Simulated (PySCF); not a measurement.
SbOBr, singlet: computed properties

Level of theory: PySCF, PBE0, basis Sb def2-TZVP with ECP28, O def2-TZVP, Br def2-TZVP (scalar-relativistic core potentials, no spin–orbit coupling, density fitting).

The structure is a higher-order saddle point with 2 imaginary modes (one degenerate set).

```xyz
3
charge 0 multiplicity 1, angstrom
Sb    0.0000    0.0000   -0.8760
O     0.0000    0.0000   -2.6836
Br    0.0000    0.0000    1.8859
```

* Point group: C∞v
* Bond lengths: Sb–Br 2.762 Å, Sb–O 1.808 Å
* Bond angles: Br–Sb–O 180.0°
* Principal quadrupole moments (Buckingham, traceless) about the centre of mass: -19.54, 9.77, 9.77 D Å
* Rotational constants: 0.0345 cm⁻¹
* Highest occupied level: -7.24 eV
* Dipole moment: 1.18 D
* Atomisation energy without zero-point energy: 532 kJ/mol
* Principal polarisabilities: 42.0, 42.0, 118.5 bohr³
* Lowest empty level: -4.30 eV
* Zero-point energy (real modes): 6.3 kJ/mol

Harmonic modes (masses in u: Sb 120.904, O 15.995, Br 78.918):
```json
{"symmetry": "π", "ω (cm⁻¹)": "219i", "IR (km/mol, summed over degenerate members)": "–", "μ (u)": "21.75", "type": "bend"}
{"symmetry": "σ+", "ω (cm⁻¹)": "181", "IR (km/mol, summed over degenerate members)": "38.4", "μ (u)": "77.20", "type": "stretch"}
{"symmetry": "σ+", "ω (cm⁻¹)": "872", "IR (km/mol, summed over degenerate members)": "154", "μ (u)": "17.67", "type": "stretch"}
```

In C∞v the vibrations span π + 2σ+.

Charges (e):
```
atom  Mulliken  Löwdin  polar tensor  Mayer order to Sb1
 Sb1      0.94    0.66          1.28                   –
  O2     -0.52   -0.40         -0.65                2.05
 Br3     -0.42   -0.26         -0.64                0.93
```

Mulliken populations on Sb1 (electrons outside its core potential): s 3.95, p 7.76, d 10.31, f 0.05.

Outer orbital energies (eV). occupied: -20.52, -15.64, -10.88, -10.12, -10.12, -8.10, -8.10, -7.24; empty: -4.30, -4.30, 0.39, 2.88.

This need not be the most stable arrangement of these atoms. At this level a singlet minimum of Cs symmetry lies 157 kJ/mol below this structure.

The final relaxation and frequency run took roughly 90 core-seconds on a shared host.
